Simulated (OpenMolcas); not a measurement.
**What dynamic correlation does to the levels of Mn2+**

```
Program             : OpenMolcas 26.06
Basis               : ANO-RCC-VTZP [6s5p3d2f1g]
Scalar Hamiltonian  : X2C, point nucleus
Active space        : 5 electrons in 5 orbitals (3d)
State averaging     : 2S+1 = 6 even, 1 root; 2S+1 = 4 even, 24 roots (17 in the spin-orbit step); 2S+1 = 2 even, 75 roots (13 in the spin-orbit step)
Spin-orbit coupling : state interaction with AMFI integrals over the reference wave functions, term energies averaged over their components
```

Methods on the same reference wave functions:
A. CASSCF
B. SS-CASPT2, IPEA 0.25 Eh, imaginary shift 0.1 Eh (closed shells correlated: 3s 3p)

Energies in cm-1 above 3d5 6S 5/2, the measured ground level; measured values from Corliss and Sugar, J. Phys. Chem. Ref. Data 6, 1253 (1977).

```json
{"Level": "3d5 6S 5/2", "A": "0.0", "B": "0.0", "Measured": "0.0"}
{"Level": "3d5 4G 7/2", "A": "32205", "B": "27930", "Measured": "26860"}
{"Level": "3d5 4G 9/2", "A": "32205", "B": "27930", "Measured": "26851"}
{"Level": "3d5 4G 5/2", "A": "32205", "B": "27930", "Measured": "26858"}
{"Level": "3d5 4G 11/2", "A": "32205", "B": "27930", "Measured": "26824"}
{"Level": "3d5 4P 5/2", "A": "37051", "B": "30670", "Measured": "29168"}
{"Level": "3d5 4P 3/2", "A": "37057", "B": "30670", "Measured": ""}
{"Level": "3d5 4P 1/2", "A": "37102", "B": "30720", "Measured": ""}
{"Level": "3d5 4D 7/2", "A": "40031", "B": "33570", "Measured": "32307"}
{"Level": "3d5 4D 1/2", "A": "40052", "B": "33590", "Measured": "32369"}
{"Level": "3d5 4D 3/2", "A": "40096", "B": "33630", "Measured": ""}
{"Level": "3d5 4D 5/2", "A": "40117", "B": "33650", "Measured": "32384"}
```

Deviations, from unrounded energies. A percentage is the sum of absolute deviations over the sum of measured energies, with the sign that they share, or ± where signs differ.

| Against measurement | Levels | A | B |
| --- | --- | --- | --- |
| mean absolute deviation (cm-1) | 8 | 6600 | 1200 |
| other terms of the ground configuration (%) | 8 | +22.5 | +4.1 |

B lies closest to measurement on these levels. The largest miss of B in the table is 3d5 4P 5/2, by +1500 cm-1. The ranking rests on the paired levels alone, and a cruder setting can come out closer through cancelling errors.

From A to B the spin-free energies of the other terms of 3d5 shown, above 6S, scale by factors of 0.83 to 0.87, as is usual when dynamic correlation screens the repulsion within a d or f shell.

The lowest spin-free term lies below A's lowest term by 0.419 hartree in B.

CASPT2 breaks the degeneracy within a term, and the mean is taken; among the terms shown or strongly mixed into the levels shown the widest spread is 63 cm-1 (3d5 4G, B). Some high roots are left out of the spin-orbit mixing, which shifts the levels that they would mix with. Without dynamic correlation excited terms often stand tens of per cent too high (terms of higher spin than the ground term too low), and those without a measured partner can miss by more than the paired ones (holds for A). Computed and measured levels are paired by configuration, term and J; levels that our copy of the source lacks, or whose pairing is in doubt (as where it misses far off the trend of its configuration), stay unpaired and out of the deviations. Levels of configurations outside the active space are missing. Levels that lie high or do not pair safely by name in every column are left out.
